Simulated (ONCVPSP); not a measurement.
## PBE ONCV dataset for iridium (Ir), scalar-relativistic all-electron reference.

Ir (Z = 77), optimised norm-conserving Vanderbilt (ONCV), made with ONCVPSP 4.0.1 (PBE, scalar-relativistic). Core [Xe] 4f14, reference 5d7 6s1.75 6p0.25. Waves: 6s: rc 1.95 bohr, ncon 4, nbas 7, qcut 3.6 1/bohr, 1 projector; 6p: rc 3.20 bohr, ncon 5, nbas 8, qcut 3 1/bohr, 3 projectors, debl 0.9 Ha; 5d: rc 2.15 bohr, ncon 5, nbas 9, qcut 5.9 1/bohr, 2 projectors, debl 2.6 Ha. Local part: polynomial inside 1.45 bohr (lpopt 5, dvloc0 0 Ha). Core correction: Teter function, fcfact 3.25, rcfact 1.2.

(1) Does the generator finish with these settings?

## Answers

(1) No. ONCVPSP 4.0.1 stopped with "optimize: ERROR ps0norm > uunorm, code will stop": the continuity conditions at rc already need more norm inside rc than the all-electron wave has, so norm conservation cannot be met. It happened in the s channel.
